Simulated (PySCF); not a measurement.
# Electronic structure of Mn(3+) (manganese, charge +3) at the UHF level

Configuration: [Ar] 3d4, high-spin 5D determinant. Computed with PySCF 2.14 in x2c-QZVPPall with one added diffuse shell each of s, p, d, f, g type (12s8p6d5f3g, 128 functions), with scalar relativity by spin-free X2C-1e.

| Item | Value |
| --- | --- |
| Total energy | -1155.450082 hartree |
| One-electron energy | -1562.4781 hartree |
| Hartree (Coulomb) energy | 457.6611 hartree |
| Exchange energy | -50.6331 hartree |
| ⟨S²⟩ | 6.0017 |
| ⟨L²⟩ | 6.016 |
| Sum of ⟨r⟩ | 13.28 bohr |
| Sum of ⟨r²⟩ | 13.01 bohr² |
| Traceless quadrupole moment −½Σ⟨3z² − r²⟩ along its main axis | -0.344 e·bohr² |
| Langevin diamagnetic susceptibility | -10.3 ×10⁻⁶ cm³/mol |

```tsv
shell	electrons	mean orbital energy (hartree)	spread (hartree)	rms radius, mean of both spins (bohr)
1s β	1	-243.87776	0	0.0703
1s α	1	-243.87733	0	0.0703
2s α	1	-30.98653	0	0.302
2s β	1	-30.86649	0	0.302
2p α	3	-26.34275	0.00005	0.273
2p β	3	-26.22238	0.03586	0.273
3s α	1	-5.39532	0	0.906
3s β	1	-5.04096	0	0.906
3p α	3	-4.02896	0.05508	0.966
3p β	3	-3.59942	0.08295	0.966
3d α	4	-1.94928	0.07286	1.13
```

Densities and radii are taken from the X2C orbitals without a picture-change correction, which distorts them close to the nucleus.

Spin-orbit constants ζ (cm⁻¹) from the X2C one-electron operator on these orbitals: bare nucleus, nucleus screened by l(l+1)(2l+1)/3 electrons, and screened by the Breit-Pauli mean field of the electrons.

```tsv
shell	bare	screened nucleus	mean field
2p	59260	54520	n/a
3p	7295	6711	n/a
3d	701.9	421.1	n/a
```

To first order the Landé constant is A = 105.3 cm⁻¹, so the lowest level has J = 0 and lies 0.0783 eV below the centre of the term. This holds in LS coupling only.
